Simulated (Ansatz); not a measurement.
Basis-set extrapolation for CH₆OSi₂, SMILES `O[SiH]1C[SiH2]1` (PBE0-D4/def2-TZVP geometry, frozen core, Ansatz 0.2.0). Multiplicity 1, RHF reference.

|  | def2-TZVPP | def2-QZVPP |
| --- | --- | --- |
| HF | -694.146988 | -694.170452 |
| MP2 correlation | -0.659100 | -0.707457 |
| CCSD(T) correlation | -0.730613 | not run |

Energies in hartree. Use E(X) = E(∞) + A·exp(−7.88·√X) for Hartree–Fock and E(X) = E(∞) + B·X^(−2.97) for correlation, with X = 3 and 4, and add CCSD(T) minus MP2 of the smaller set to the MP2 limit.

Task: What is the CCSD(T) energy at the basis-set limit?

Result: HF limit: -694.170452 + (-0.023464) × 0.13774 = -694.17368. MP2 limit: -0.707457 + (-0.048357) × 0.74074 = -0.74328. Higher-order term: -0.730613 − (-0.659100) = -0.07151. Total: -694.98847 hartree, 3.02 eV below CCSD(T)/def2-TZVPP.
